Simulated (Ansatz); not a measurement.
The free Ti atom, lowest solution found in each spin (singlets restricted, other states unrestricted); no spin–orbit coupling, and no relativity up to Kr.

Correlated levels freeze the inner cores; with def2 sets outer-core shells near the valence are correlated too. CBS(a, b) extrapolates the correlation energy as X⁻³ and adds the Hartree–Fock energy of set b.

The values were computed with Ansatz (Gaussian basis) for Hartree–Fock, density functionals and correlated methods. Each number belongs to the level named beside it.

**Question.** Predict the energy of multiplicity 5 less that of multiplicity 3 from CAM-B3LYP/def2-TZVPP.

**Answer.** 0.33 eV

**Question.** What energy of multiplicity 5 less that of multiplicity 3 does CCSD(T)/CBS(def2-TZVPP, def2-QZVPP) give?

**Answer.** 0.72 eV

**Question.** What is the computed energy of multiplicity 5 less that of multiplicity 3 (PBE0/def2-SVP)?

**Answer.** 0.38 eV

Ansatz is an electronic-structure program.
